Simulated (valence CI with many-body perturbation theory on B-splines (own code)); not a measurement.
# E1 transitions of Tm XXI

Calculated by configuration interaction combined with many-body perturbation theory (CI+MBPT): three valence electrons over a frozen Dirac-Fock core [Kr] 4d10, radial functions for each j: 7 s, 7 p, 7 d, 7 f, 4 g, 2 h, with the one-electron correlation potential Σ1 (screened to all orders), the two-electron term Σ2, the three-electron term Σ3, Breit, model QED; selected single and double excitations, second order for the rest, scaled by the run's own slope (own B-spline code, finite nucleus).

No measured spectrum was set against this ion. As an estimate, terms of the open shell hold to a few per cent of their energy, and close levels can change places. The list stops below the first excitations out of the core.

Lines 201 to 250 of 545 in falling wavelength, among levels below 1115600 cm⁻¹, chosen from the strongest by gf and those to the six lowest levels. Wavelengths and rates use the calculated energies, so an error of 2000 cm⁻¹ moves a line at 26.58 nm by 0.53 % and its rate by three times that or more. Electric multipoles are in the length gauge, E1 and E2 with the static RPA response of the core. Weak lines are less certain than strong ones. Lines between different terms over intervals too small for the method are left out, as are lines whose strength nearly cancels. Where a level lies close to another of its J and parity, the split of strength between their lines is uncertain. The highest levels of a list are the least certain.

Levels are named by their leading jj configuration (3d3/2^4 stands for four electrons in 3d with j = 3/2), which in mixed levels can hold well under half, so a name can repeat and another be missing. Letters in brackets count levels of one name in rising energy.

```tsv
λ vac (nm)	Upper	Lower	A (s⁻¹)	S (a.u.) with core polarisation	S without
26.58	(4f5/2 4f7/2 5p3/2) J=7/2 [a]	(4f5/2 4f7/2 5s) J=5/2 [b]	7.41e+08	5.50e-02	7.10e-02
26.52	(4f5/2 4f7/2 5p3/2) J=9/2 [a]	(4f7/2^2 5s) J=9/2	3.36e+08	3.09e-02	3.98e-02
26.48	(4f5/2 4f7/2 5p3/2) J=11/2 [c]	(4f5/2 4f7/2 5s) J=13/2	4.10e+07	4.51e-03	5.78e-03
26.47	(4f5/2^2 5p3/2) J=11/2	(4f7/2^2 5s) J=11/2	2.02e+08	2.22e-02	2.85e-02
26.47	(4f5/2 4f7/2 5p3/2) J=1/2 [a]	(4f7/2^2 5s) J=3/2	2.59e+09	4.75e-02	6.12e-02
26.44	(4f5/2 4f7/2 5p3/2) J=7/2 [b]	(4f5/2 4f7/2 5s) J=5/2 [b]	1.93e+08	1.41e-02	1.82e-02
26.44	(4f5/2 4f7/2 5p3/2) J=3/2 [a]	(4f5/2^2 5s) J=1/2	7.93e+07	2.89e-03	3.71e-03
26.36	(4f5/2^2 5p3/2) J=7/2	(4f5/2 4f7/2 5s) J=9/2 [b]	8.46e+07	6.12e-03	7.85e-03
26.36	(4f5/2^2 5p3/2) J=5/2 [b]	(4f7/2^2 5s) J=7/2	2.22e+08	1.20e-02	1.55e-02
26.34	(4f5/2^2 5p3/2) J=9/2	(4f5/2 4f7/2 5s) J=9/2 [b]	6.73e+08	6.07e-02	7.81e-02
26.33	(4f5/2 4f7/2 5p3/2) J=3/2 [b]	(4f7/2^2 5s) J=3/2	2.41e+08	8.68e-03	1.11e-02
26.32	(4f7/2^2 5p3/2) J=9/2 [a]	(4f5/2 4f7/2 5s) J=11/2 [b]	2.83e+08	2.54e-02	3.28e-02
26.31	(4f5/2 4f7/2 5p3/2) J=5/2 [b]	(4f5/2 4f7/2 5s) J=3/2 [b]	7.63e+08	4.12e-02	5.31e-02
26.28	(4f5/2 4f7/2 5p3/2) J=7/2 [a]	(4f7/2^2 5s) J=7/2	3.47e+07	2.49e-03	3.18e-03
26.20	(4f5/2 4f7/2 5p3/2) J=11/2 [a]	(4f7/2^2 5s) J=9/2	7.81e+07	8.31e-03	1.07e-02
26.19	(4f5/2^2 5p3/2) J=9/2	(4f5/2 4f7/2 5s) J=7/2 [a]	1.43e+08	1.27e-02	1.63e-02
26.13	(4f7/2^2 5p3/2) J=5/2 [a]	(4f7/2^2 5s) J=5/2	2.18e+09	1.15e-01	1.48e-01
26.10	(4f5/2 4f7/2 5p3/2) J=7/2 [c]	(4f5/2 4f7/2 5s) J=5/2 [b]	2.97e+09	2.09e-01	2.69e-01
26.03	(4f5/2 4f7/2 5p3/2) J=9/2 [a]	(4f7/2^2 5s) J=11/2	8.82e+08	7.68e-02	9.88e-02
25.95	(4f5/2 4f7/2 5p3/2) J=5/2 [a]	(4f5/2 4f7/2 5s) J=5/2 [b]	1.89e+09	9.79e-02	1.26e-01
25.92	(4f5/2^2 5p3/2) J=7/2	(4f5/2 4f7/2 5s) J=9/2 [a]	1.77e+09	1.21e-01	1.56e-01
25.91	(4f7/2^2 5p3/2) J=7/2 [a]	(4f7/2^2 5s) J=5/2	1.78e+09	1.22e-01	1.58e-01
25.90	(4f5/2 4f7/2 5p3/2) J=7/2 [a]	(4f7/2^2 5s) J=9/2	8.37e+07	5.74e-03	7.40e-03
25.90	(4f5/2 4f7/2 5p3/2) J=11/2 [b]	(4f7/2^2 5s) J=9/2	3.00e+08	3.08e-02	3.99e-02
25.90	(4f5/2^2 5p3/2) J=5/2 [a]	(4f5/2 4f7/2 5s) J=5/2 [a]	2.62e+08	1.35e-02	1.73e-02
25.89	(4f5/2^2 5p3/2) J=9/2	(4f5/2 4f7/2 5s) J=9/2 [a]	1.23e+09	1.05e-01	1.35e-01
25.87	(4f5/2^2 5p3/2) J=5/2 [a]	(4f5/2 4f7/2 5s) J=7/2 [b]	5.88e+07	3.02e-03	3.87e-03
25.87	(4f7/2^2 5p3/2) J=11/2	(4f5/2 4f7/2 5s) J=11/2 [b]	8.89e+08	9.12e-02	1.18e-01
25.85	(4f7/2^2 5p3/2) J=11/2	(4f5/2 4f7/2 5s) J=13/2	1.89e+08	1.93e-02	2.50e-02
25.84	(4f5/2 4f7/2 5p3/2) J=1/2 [a]	(4f5/2 4f7/2 5s) J=1/2	1.83e+09	3.11e-02	4.01e-02
25.81	(4f5/2 4f7/2 5p3/2) J=7/2 [c]	(4f7/2^2 5s) J=7/2	9.85e+07	6.69e-03	8.54e-03
25.79	(4f5/2^2 5p3/2) J=11/2	(4f5/2 4f7/2 5s) J=9/2 [b]	1.24e+08	1.26e-02	1.64e-02
25.78	(4f5/2 4f7/2 5p3/2) J=9/2 [b]	(4f7/2^2 5s) J=7/2	2.18e+07	1.85e-03	2.37e-03
25.77	(4f5/2^2 5p3/2) J=11/2	(4f7/2^2 5s) J=13/2	7.06e+07	7.16e-03	9.23e-03
25.77	(4f5/2 4f7/2 5p3/2) J=3/2 [b]	(4f7/2^2 5s) J=5/2	5.76e+07	1.95e-03	2.48e-03
25.72	(4f5/2 4f7/2 5p3/2) J=5/2 [b]	(4f5/2 4f7/2 5s) J=3/2 [a]	6.37e+07	3.21e-03	4.14e-03
25.72	(4f5/2^2 5p3/2) J=7/2	(4f5/2^2 5s) J=5/2	3.23e+09	2.17e-01	2.80e-01
25.72	(4f5/2 4f7/2 5p3/2) J=11/2 [a]	(4f7/2^2 5s) J=11/2	5.55e+09	5.59e-01	7.19e-01
25.71	(4f5/2 4f7/2 5p3/2) J=3/2 [b]	(4f5/2 4f7/2 5s) J=1/2	6.57e+08	2.20e-02	2.84e-02
25.71	(4f5/2 4f7/2 5p3/2) J=13/2 [a]	(4f7/2^2 5s) J=11/2	2.23e+08	2.62e-02	3.38e-02
25.69	(4f5/2 4f7/2 5p3/2) J=9/2 [a]	(4f5/2 4f7/2 5s) J=7/2 [b]	6.34e+08	5.31e-02	6.84e-02
25.68	(4f7/2^2 5p3/2) J=3/2 [a]	(4f7/2^2 5s) J=3/2	1.49e+09	4.98e-02	6.42e-02
25.66	(4f5/2 4f7/2 5p3/2) J=5/2 [a]	(4f7/2^2 5s) J=7/2	4.50e+08	2.25e-02	2.90e-02
25.63	(4f5/2 4f7/2 5p3/2) J=5/2 [b]	(4f5/2 4f7/2 5s) J=5/2 [b]	7.88e+07	3.93e-03	5.09e-03
25.59	(4f5/2 4f7/2 5p3/2) J=9/2 [c]	(4f7/2^2 5s) J=7/2	1.13e+09	9.35e-02	1.20e-01
25.57	(4f5/2^2 5p3/2) J=9/2	(4f5/2 4f7/2 5s) J=11/2 [a]	6.65e+07	5.49e-03	7.06e-03
25.57	(4f5/2^2 5p3/2) J=3/2	(4f5/2 4f7/2 5s) J=5/2 [a]	1.81e+09	5.98e-02	7.70e-02
25.51	(4f5/2 4f7/2 5p3/2) J=5/2 [c]	(4f7/2^2 5s) J=3/2	1.18e+08	5.79e-03	7.41e-03
25.48	(4f7/2^2 5p3/2) J=5/2 [a]	(4f5/2 4f7/2 5s) J=3/2 [b]	1.48e+08	7.26e-03	9.32e-03
25.45	(4f5/2 4f7/2 5p3/2) J=7/2 [c]	(4f7/2^2 5s) J=9/2	2.59e+08	1.68e-02	2.16e-02
```
